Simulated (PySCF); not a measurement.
# Electron correlation in Mo (molybdenum, neutral)

[Kr] 4d4 5s1 5p1, one real determinant (an excited configuration). Calculation: PySCF 2.14, in aug-cc-pVTZ-PP with one added diffuse shell each of s, p, d, f, g type with ECP28MDF (7s7p6d4f3g, 113 functions); scalar relativity through the core potential. Frozen: 4s2 4p6; 6 electrons correlated.

MP2 pair energies summed by pair of shells (mhartree):

```
 pair  energy  share (%)
4d-4d  -35.34       58.5
4d-5s  -15.24       25.2
4d-5p   -7.74       12.8
5s-5p   -2.10        3.5
```

Total MP2 correlation energy: -60.42 mhartree.

Same-spin part -60.42 and opposite-spin part 0.00 mhartree; SCS-MP2 scales them by 1/3 and 6/5 to -20.14 mhartree.

The reference is one real determinant that mixes LS terms of this configuration.
